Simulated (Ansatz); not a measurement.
Reaction (cleavage of the Sn–Si bond): `C[Si](F)(F)[SnH3]` + `OCF` → `FC[O][SnH3]` + `C[SiH](F)F`

Computed with Ansatz on PBE0-D4/def2-TZVP structures; ΔE is electronic, products minus reactants. CBS: MP2 limit from def2 TZ/QZ plus the TZ coupled-cluster correction, frozen cores. Functionals use def2-TZVPP. Elements past krypton have def2 core potentials. For Sn outer-core shells are correlated without core-valence functions, which leaves a few kJ/mol of doubt a bond. One conformer a species, not always the lowest.

CCSD(T)/CBS gives -14.0 kJ/mol.

(1) Another level gave -27.4 kJ/mol. Which?
A. r2SCAN/def2-TZVPP
B. PBE/def2-TZVPP
C. B2PLYP/def2-TZVPP
D. HF/def2-TZVPP

Largest T1 diagnostic among the species: 0.013.

Answers

(1) D. HF/def2-TZVPP -27.4, r2SCAN -10.9, PBE 2.4, B2PLYP -16.6 kJ/mol.

In def2-TZVPP, CCSD(T) changes the Hartree–Fock value by +12.9 kJ/mol (the triples alone add +0.2 kJ/mol) and MP2 by +10.6 kJ/mol.
